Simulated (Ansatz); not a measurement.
Ga7⁻. Total charge -1; singlet. Geometry PBE0-D4/def2-SVPD.

```xyz
7

Ga   -1.517   -1.117    1.306
Ga    2.155    1.485   -0.096
Ga    1.087   -0.964    1.143
Ga   -0.582    1.315   -1.166
Ga   -0.444    1.266    1.271
Ga    0.953   -0.915   -1.294
Ga   -1.652   -1.070   -1.163
```

The structure comes from a short search, and lower isomers may exist.

**Question.** Estimate the orbital energies around the gap (eV) in Ansatz with PBE-D4/def2-SVP, revPBE-D4/def2-SVP, B97M-V/def2-SVP, PBE0-D4/def2-SVP, r2SCAN0-D4/def2-SVP.

**Answer.** 
```tsv
orbital	PBE-D4/def2-SVP	revPBE-D4/def2-SVP	B97M-V/def2-SVP	PBE0-D4/def2-SVP	r2SCAN0-D4/def2-SVP
HOMO−9	-6.23	-6.15	-6.26	-7.59	-7.90
HOMO−8	-6.03	-5.96	-6.06	-7.34	-7.65
HOMO−7	-5.68	-5.60	-5.68	-6.96	-7.25
HOMO−6	-3.76	-3.67	-3.63	-4.73	-4.91
HOMO−5	-2.74	-2.66	-2.58	-3.44	-3.61
HOMO−4	-2.66	-2.57	-2.49	-3.35	-3.52
HOMO−3	-1.36	-1.30	-1.35	-2.08	-2.27
HOMO−2	-1.18	-1.12	-1.17	-1.87	-2.06
HOMO−1	-1.02	-0.96	-0.95	-1.70	-1.88
HOMO	-0.30	-0.25	-0.27	-0.96	-1.11
LUMO	0.48	0.56	0.64	0.96	0.91
LUMO+1	1.01	1.07	1.15	1.51	1.46
LUMO+2	1.03	1.10	1.16	1.54	1.49
LUMO+3	1.11	1.18	1.25	1.62	1.57
LUMO+4	1.58	1.64	1.76	2.09	2.06
LUMO+5	1.67	1.74	1.91	2.19	2.18
```
